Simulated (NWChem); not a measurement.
System: C$_{3}$H$_{9}$F$_{3}$Si$_{2}$; SMILES C[Si](C)(C)[Si](F)(F)F

Excerpt of the output:

```
             Northwest Computational Chemistry Package (NWChem) 7.3.0
             --------------------------------------------------------

                             Geometry "geometry" -> ""
                             -------------------------

 Output coordinates in angstroms (scale by  1.889725989 to convert to a.u.)

  No.       Tag          Charge          X              Y              Z
 ---- ---------------- ---------- -------------- -------------- --------------
    1 C                    6.0000     1.60368400    -0.81295800    -1.77452600
    2 Si                  14.0000     0.00000000     0.00000000    -1.18118700
    3 C                    6.0000    -0.09780000     1.79531000    -1.77452600
    4 C                    6.0000    -1.50588400    -0.98235200    -1.77452600
    5 Si                  14.0000     0.00000000     0.00000000     1.15399000
    6 F                    9.0000    -1.32425000     0.67112600     1.77234500
    7 F                    9.0000     1.24333700     0.81127100     1.77234500
    8 F                    9.0000     0.08091200    -1.48239700     1.77234500
    9 H                    1.0000     2.48734700    -0.26750300    -1.42460000
   10 H                    1.0000     1.63577500    -0.82941500    -2.87117700
   11 H                    1.0000     1.68626800    -1.84797300    -1.42417100
   12 H                    1.0000     0.75725800     2.38433700    -1.42417100
   13 H                    1.0000    -1.01200900     2.28785800    -1.42460000
   14 H                    1.0000    -0.09959300     1.83133000    -2.87117700
   15 H                    1.0000    -1.53618200    -1.00191500    -2.87117700
   16 H                    1.0000    -1.47533800    -2.02035400    -1.42460000
   17 H                    1.0000    -2.44352600    -0.53636400    -1.42417100

 Effective nuclear repulsion energy (a.u.)     589.6547954467

                              NWChem Property Module
                              ----------------------

                                 NWChem DFT Module
                                 -----------------

 Summary of "ao basis" -> "ao basis" (spherical)
 ------------------------------------------------------------------------------
       Tag                 Description            Shells   Functions and Types
 ---------------- ------------------------------  ------  ---------------------
 C                          def2-svp                 6       14   3s2p1d
 Si                         def2-svp                 8       18   4s3p1d
 F                          def2-svp                 6       14   3s2p1d
 H                          def2-svp                 3        5   2s1p

            General Information
            -------------------
          SCF calculation type: DFT
          Wavefunction type:  closed shell.
          No. of atoms     :    17
          No. of electrons :    82
           Alpha electrons :    41
            Beta electrons :    41
          Charge           :     0
          Spin multiplicity:     1
          Use of symmetry is: off; symmetry adaption is: off
          Maximum number of iterations: 150
          AO basis - number of functions:   165
                     number of shells:    79
          Convergence on energy requested:  1.00D-06
          Convergence on density requested:  1.00D-05
          Convergence on gradient requested:  5.00D-04

              XC Information
              --------------
                         B3LYP Method XC Potential
                     Hartree-Fock (Exact) Exchange  0.200
                        Slater Exchange Functional  0.800 local
                    Becke 1988 Exchange Functional  0.720 non-local
              Lee-Yang-Parr Correlation Functional  0.810
                  VWN I RPA Correlation Functional  0.190 local

             Grid Information
             ----------------
          Grid used for XC integration:  medium
          Radial quadrature: Mura-Knowles
          Angular quadrature: Lebedev.
          Tag              B.-S. Rad. Rad. Pts. Rad. Cut. Ang. Pts.
          ---              ---------- --------- --------- ---------
          C                   0.70       49          11.0       434
          Si                  1.10       88          11.0       590
          F                   0.50       49          13.0       434
          H                   0.35       45          12.0       434
          Grid pruning is: on
          Number of quadrature shells:   875
          Spatial weights used:  Erf1

      Superposition of Atomic Density Guess
      -------------------------------------

 Sum of atomic energies:        -992.72256543

      Non-variational initial energy
      ------------------------------

 Total energy =    -995.929364
 1-e energy   =   -2548.471324
 2-e energy   =     962.887165
 HOMO         =      -0.334070
 LUMO         =       0.055332

   convergence    iter        energy       DeltaE   RMS-Dens  Diis-err
 ---------------- ----- ----------------- --------- --------- ---------
 d= 0,ls=0.0,diis     1   -997.8755415736 -1.59D+03  1.08D-02  1.21D+00
 d= 0,ls=0.0,diis     2   -997.8258378137  4.97D-02  5.36D-03  2.13D+00
 d= 0,ls=0.0,diis     3   -998.0087578354 -1.83D-01  6.99D-04  3.17D-02
 d= 0,ls=0.0,diis     4   -998.0109354063 -2.18D-03  2.78D-04  2.06D-03
 d= 0,ls=0.0,diis     5   -998.0111516617 -2.16D-04  6.64D-05  1.99D-04
  Resetting Diis
 d= 0,ls=0.0,diis     6   -998.0111791806 -2.75D-05  1.22D-05  3.78D-06
 d= 0,ls=0.0,diis     7   -998.0111796368 -4.56D-07  4.33D-06  1.63D-07

         Total DFT energy =     -998.011179636846
      One electron energy =    -2554.739419690835
           Coulomb energy =     1060.161209066582
    Exchange-Corr. energy =      -93.087764459284
 Nuclear repulsion energy =      589.654795446692

 Numeric. integr. density =       81.999970610573

                       DFT Final Molecular Orbital Analysis
                       ------------------------------------

 Vector   39  Occ=2.000000D+00  E=-3.251124D-01
              MO Center= -5.3D-01,  8.9D-02, -1.6D+00, r^2= 3.5D+00
   Bfn.  Coefficient  Atom+Function         Bfn.  Coefficient  Atom+Function
  ----- ------------  ---------------      ----- ------------  ---------------
    37      0.296671   3 C  py               50      0.275725   4 C  px
    23     -0.223051   2 Si py               51      0.219104   4 C  py
    40      0.160552   3 C  py               22     -0.159263   2 Si px
    53      0.151594   4 C  px               26     -0.142800   2 Si py
   136      0.134880  12 H  s                49      0.131388   4 C  s

 Vector   40  Occ=2.000000D+00  E=-3.251120D-01
              MO Center=  5.3D-01, -8.9D-02, -1.6D+00, r^2= 3.5D+00
   Bfn.  Coefficient  Atom+Function         Bfn.  Coefficient  Atom+Function
  ----- ------------  ---------------      ----- ------------  ---------------
     4      0.325840   1 C  px               37     -0.230941   3 C  py
    22     -0.223054   2 Si px                5     -0.180420   1 C  py
     7      0.177425   1 C  px               50      0.160766   4 C  px
    23      0.159265   2 Si py               25     -0.142783   2 Si px
     3     -0.139475   1 C  s               141     -0.130278  13 H  s

 Vector   41  Occ=2.000000D+00  E=-3.003417D-01
              MO Center=  8.6D-06,  5.1D-06, -3.0D-01, r^2= 4.0D+00
   Bfn.  Coefficient  Atom+Function         Bfn.  Coefficient  Atom+Function
  ----- ------------  ---------------      ----- ------------  ---------------
    63      0.308243   5 Si s                24      0.271781   2 Si pz
    70     -0.258359   5 Si pz               27      0.249088   2 Si pz
    62      0.171891   5 Si s                84     -0.166740   6 F  pz
    98     -0.166739   7 F  pz              112     -0.166739   8 F  pz
    21     -0.143686   2 Si pz               18      0.133367   2 Si s

 Vector   42  Occ=0.000000D+00  E= 1.109186D-02
              MO Center=  1.4D-02,  1.2D-01, -2.1D-01, r^2= 4.8D+00
   Bfn.  Coefficient  Atom+Function         Bfn.  Coefficient  Atom+Function
  ----- ------------  ---------------      ----- ------------  ---------------
    35      1.075536   3 C  s                26     -0.836656   2 Si py
     3     -0.617212   1 C  s                72     -0.485335   5 Si py
    49     -0.458195   4 C  s               147     -0.431353  14 H  s
   127      0.247483  10 H  s                69     -0.207045   5 Si py
   142     -0.204073  13 H  s                40     -0.199567   3 C  py

 Vector   43  Occ=0.000000D+00  E= 1.109404D-02
              MO Center= -1.4D-02, -1.2D-01, -2.1D-01, r^2= 4.8D+00
   Bfn.  Coefficient  Atom+Function         Bfn.  Coefficient  Atom+Function
  ----- ------------  ---------------      ----- ------------  ---------------
    49      0.977341   4 C  s                 3     -0.885510   1 C  s
    25      0.836662   2 Si px               71      0.485327   5 Si px
   152     -0.391923  15 H  s               127      0.355198  10 H  s
    68      0.207049   5 Si px              162     -0.204978  17 H  s
    39     -0.195661   3 C  px              122      0.196165   9 H  s

[...]

 DFT Linear Response polarizability / au
 Frequency  =       0.0773000 / au
 Wavelength =     589.4353558 / nm
              X              Y              Z
 -----------------------------------------------
 X      75.8340293     -0.0000220     -0.0000278
 Y      -0.0000219     75.8341490     -0.0000283
 Z      -0.0000278     -0.0000283     79.5042410
 -----------------------------------------------
 Eigenvalues =      75.8340254     75.8341529     79.5042410
 Isotropic   =      77.0574731
 Anisotropic =       3.6701519
 -----------------------------------------------

 Magnetic Dipole Response Matrix (nonzero elements):
```

Level: B3LYP/def2-SVP. All runs use the structure optimised with B3LYP/6-31G* (spherical d). Not confirmed as a minimum by frequencies.

Problem. Write an input that gives this output.

Solution. Several could match; the one computed here: the input that was run:
```
start job
memory heap 200 mb stack 900 mb global 1100 mb
geometry units angstroms noautosym nocenter noautoz
  C      1.603684    -0.812958    -1.774526
  Si     0.000000     0.000000    -1.181187
  C     -0.097800     1.795310    -1.774526
  C     -1.505884    -0.982352    -1.774526
  Si     0.000000     0.000000     1.153990
  F     -1.324250     0.671126     1.772345
  F      1.243337     0.811271     1.772345
  F      0.080912    -1.482397     1.772345
  H      2.487347    -0.267503    -1.424600
  H      1.635775    -0.829415    -2.871177
  H      1.686268    -1.847973    -1.424171
  H      0.757258     2.384337    -1.424171
  H     -1.012009     2.287858    -1.424600
  H     -0.099593     1.831330    -2.871177
  H     -1.536182    -1.001915    -2.871177
  H     -1.475338    -2.020354    -1.424600
  H     -2.443526    -0.536364    -1.424171
end
basis spherical
  * library def2-svp
end
dft
  xc b3lyp
  iterations 150
end
property
  response 1 0.0773
end
task dft property
```
